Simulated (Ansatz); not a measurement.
`[AlH2][B]([SiH3])[SiH3]` + H–F → `F[B]([AlH2])[SiH3]` + SiH₄  (cleavage of the B–Si bond)

Calculated with Ansatz (gas phase, PBE0-D4/def2-TZVP geometries, no zero-point term in ΔE). CCSD(T)/CBS is the MP2 limit (def2-TZVPP, def2-QZVPP) plus CCSD(T) − MP2 in def2-TZVPP, frozen cores. This one scheme is used for every species.

`[AlH2][B]([SiH3])[SiH3]`:

Cartesian coordinates in Å:
```
Al 0.596 0.300 -2.200
B 0.054 0.027 -0.197
Si 0.799 -1.445 0.929
Si -1.249 1.217 0.738
H 1.748 1.328 -2.585
H -0.145 -0.516 -3.348
H 0.828 -1.154 2.390
H 2.141 -1.954 0.531
H -0.192 -2.543 0.698
H -2.248 1.898 -0.132
H -0.352 2.269 1.311
H -1.979 0.572 1.865
```

H–F:

```xyz
2

F     0.074   -0.454   -0.006
H    -0.074    0.454    0.006
```

`F[B]([AlH2])[SiH3]`:

Cartesian coordinates in Å:
```
F 0.313 0.004 -2.155
B 0.040 -0.059 -0.853
Al -1.623 -1.268 -0.158
Si 1.230 1.002 0.435
H -3.078 -0.638 -0.009
H -1.402 -2.779 0.295
H 1.916 0.023 1.329
H 2.254 1.882 -0.193
H 0.349 1.832 1.310
```

SiH₄:

```xyz
5

Si    0.000    0.000    0.000
H     1.190   -0.085    0.884
H     0.344    0.774   -1.219
H    -1.105    0.679    0.722
H    -0.428   -1.368   -0.386
```

| species | MP2/def2-QZVPP energy (Eh) |
| --- | --- |
| `[AlH2][B]([SiH3])[SiH3]` | -849.58103 |
| H–F | -100.36692 |
| `F[B]([AlH2])[SiH3]` | -658.56664 |
| SiH₄ | -291.42099 |

Problem. Work out ΔE.

Solution. ΔE = (-658.56664) + (-291.42099) − (-849.58103) − (-100.36692) = -0.03968 Eh = -24.9 kcal/mol. CCSD(T)/CBS gives -24.5 kcal/mol.

Largest T1 diagnostic among the species: 0.015.

The D4 term adds +2.8 kcal/mol with B3LYP and +1.6 kcal/mol with PBE0; it sums over pairs of atoms, weighted by their polarisabilities, and B3LYP, whose exchange is more repulsive, gets the larger term. In def2-TZVPP, CCSD(T) changes the Hartree–Fock value by +7.0 kcal/mol (the triples alone add +0.7 kcal/mol) and MP2 by +7.2 kcal/mol.

B3LYP here is the variant with VWN-RPA as its local correlation; programs differ in this.
